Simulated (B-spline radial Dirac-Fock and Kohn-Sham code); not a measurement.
## Lu⁷⁺: non-radiative channels of the 3p1/2 vacancy

System: the Lu⁷⁺ ion, [Kr] 4d10 4f13 5s2 5p3.

These are calculated numbers from a B-spline atomic structure program; the model is independent-particle rates on relativistic LDA orbitals of the hole state (multipoles up to L = 3, Coulomb Auger matrix elements, transition energies from Dirac-Fock). Kinetic energies are configuration averages from the vacuum level; the two-hole energies are estimated from single-hole states.

```csv
transition,kinetic energy (eV),width (meV),share (%)
M2-M5N1,8.76,129,1.3
M2-M4N2,–,747,7.4
M2-M3N6,83.89,375,3.7
M2-M3N7,85.91,385,3.8
M2-M5N2,–,839,8.3
M2-M4N3,108.5,886,8.7
M2-M5N3,159.9,76.1,0.7
M2-M4N4,266.0,306,3.0
M2-M4N5,275.1,360,3.5
M2-M4O1,438.3,140,1.4
M2-M4N6,471.9,1770,17.4
M2-M4N7,473.3,2700,26.6
M2-N2N3,–,120,1.2
M2-N2N4,–,116,1.1
M2-N2N5,–,189,1.9
M2-N2N7,–,95.4,0.9
```

A dash stands for an energy that rests on an unreliable hole state.

Coster-Kronig rates are the weakest part of this model and often come out 1.5 to 2.5 times too large. The listed channels hold 91 % of the non-radiative rate. Summed by principal shells, of 10.2 eV in all: MMN 86.0 %, MNN 8.9 %, MMO 4.4 %, MNO 0.7 %.
